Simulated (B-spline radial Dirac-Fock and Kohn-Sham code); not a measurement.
Internal conversion coefficients of As at 20 keV

Z = 33 (arsenic), transition energy 20 keV. Model: a Dirac-Hartree-Slater potential of the neutral atom with a Latter tail (no hole, which puts coefficients of high multipoles low close above an edge), finite nucleus with surface currents. Program: an atomic code on a B-spline grid. Subshells that would emit electrons below 1 keV are left out.

```
subshell  electron energy (keV)        E1      E2     E3        M1      M4
       K                   8.13      6.97     138   1980      8.11  137000
      L1                  18.47     0.563    11.3    119     0.832  115000
      L2                  18.64     0.100    36.1   5470    0.0567   22200
      L3                  18.68     0.178    61.5   9130    0.0207  414000
      M1                  19.80    0.0867    1.77   19.5     0.131   21800
      M2                  19.85    0.0147    5.54    869   0.00880    3800
      M3                  19.86    0.0261    9.43   1440   0.00317   72600
      M4                  19.95  0.000484  0.0414   16.5  6.51e-05     690
      M5                  19.95  0.000690  0.0563   23.7  5.05e-05    2070
      N1                  19.98   0.00843   0.172   1.91    0.0128    2180
      N2                  19.99  0.000431   0.163   25.7  0.000259     113
      N3                  19.99  0.000748   0.272   41.8  9.13e-05    2120
   total                             7.95     265  19100      9.18  793000
```

Q: For a pure E2 transition, what fraction of decays emits a photon?

A: 1/(1 + α) = 0.00377 with the total α = 265.

Values without a named source are computed, but for edge energies of neutral atoms, which are taken from tables.
